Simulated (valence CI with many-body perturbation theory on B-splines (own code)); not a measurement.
**Sn²⁹⁺: calculated level list**

Method: relativistic CI+MBPT: three valence electrons over a frozen Dirac-Fock core [Ar], radial functions for each j: 7 s, 7 p, 8 d, 6 f, 4 g, 1 h, with the one-electron correlation potential Σ1 (screened to all orders), the two-electron term Σ2, the three-electron term Σ3, Breit, model QED; selected single and double excitations, second order for the rest, scaled by the run's own slope (own B-spline code, finite nucleus).

The last digits are not significant, and no measured levels were compared; by estimate large intervals hold to a few tenths of a per cent, small ones and those within an open d or f shell to about a per cent. Only levels of the ground parity were solved; by the run's estimate the other parity begins above the list, which can be wrong where configurations are misplaced.

Levels 1 to 19 of 19, with energies above the lowest level, 3d³ ⁴F_3/2. "Leading %" is the weight of the configuration and term that name the level; weights of strongly mixed levels are sums over their largest components and can fall short. In the jj column 3d3/2^4 stands for four electrons in 3d with j = 3/2.

| No. | Configuration | Term | J | E (cm⁻¹) | Leading % | Leading jj | Second component |
| --- | --- | --- | --- | --- | --- | --- | --- |
| 1 | 3d³ | ⁴F | 3/2 | 0 | 73 | 3d3/2^3 (83 %) | 22 % 3d³ ²D |
| 2 | 3d³ | ⁴F | 5/2 | 54566 | 92 | 3d3/2^2 3d5/2 (94 %) | 7 % 3d³ ²D |
| 3 | 3d³ | ⁴F | 7/2 | 88322 | 73 | 3d3/2^2 3d5/2 (69 %) | 22 % 3d³ ²G |
| 4 | 3d³ | ⁴P | 3/2 | 98037 | 44 | 3d3/2^2 3d5/2 (87 %) | 33 % 3d³ ²P |
| 5 | 3d³ | ²G | 9/2 | 103760 | 40 | 3d3/2^2 3d5/2 (82 %) | 39 % 3d³ ⁴F |
| 6 | 3d³ | ⁴P | 1/2 | 115210 | 68 | 3d3/2^2 3d5/2 (98 %) | 32 % 3d³ ²P |
| 7 | 3d³ | ²G | 7/2 | 163060 | 71 | 3d3/2 3d5/2^2 (78 %) | 26 % 3d³ ⁴F |
| 8 | 3d³ | ²H | 9/2 | 172000 | 52 | 3d3/2 3d5/2^2 (70 %) | 45 % 3d³ ⁴F |
| 9 | 3d³ | ⁴P | 5/2 | 173010 | 84 | 3d3/2 3d5/2^2 (52 %) | 12 % 3d³ ²D |
| 10 | 3d³ | ²D | 3/2 | 197170 | 44 | 3d3/2 3d5/2^2 (96 %) | 42 % 3d³ ⁴P |
| 11 | 3d³ | ²P | 1/2 | 208470 | 68 | 3d3/2 3d5/2^2 (98 %) | 32 % 3d³ ⁴P |
| 12 | 3d³ | ²H | 11/2 | 220550 | 100 | 3d3/2 3d5/2^2 (100 %) |  |
| 13 | 3d³ | ²D | 5/2 | 237200 | 91 | 3d3/2 3d5/2^2 (68 %) | 5 % 3d³ ⁴F |
| 14 | 3d³ | ²F | 5/2 | 261410 | 79 | 3d3/2 3d5/2^2 (62 %) | 14 % 3d³ ²D |
| 15 | 3d³ | ²G | 9/2 | 267440 | 58 | 3d5/2^3 (86 %) | 27 % 3d³ ²H |
| 16 | 3d³ | ²F | 7/2 | 270440 | 93 | 3d3/2 3d5/2^2 (91 %) | 7 % 3d³ ²G |
| 17 | 3d³ | ²P | 3/2 | 289530 | 57 | 3d5/2^3 (76 %) | 29 % 3d³ ²D |
| 18 | 3d³ | ²D | 3/2 | 386770 | 97 | 3d3/2 3d5/2^2 (75 %) |  |
| 19 | 3d³ | ²D | 5/2 | 399730 | 77 | 3d5/2^3 (75 %) | 17 % 3d³ ²F |

Names give the largest LS component (configuration and term), which can be under half, so a name can repeat, a term be missing and a line seem to break the LS rules; names also repeat where a configuration has a term twice.

The ionisation energy to 3d² ³F2 of the next ion comes out as 1677.3 eV (NIST: 1676 ± 4 eV (theoretical)). All 19 levels together are meant to be complete up to 415720 cm⁻¹.
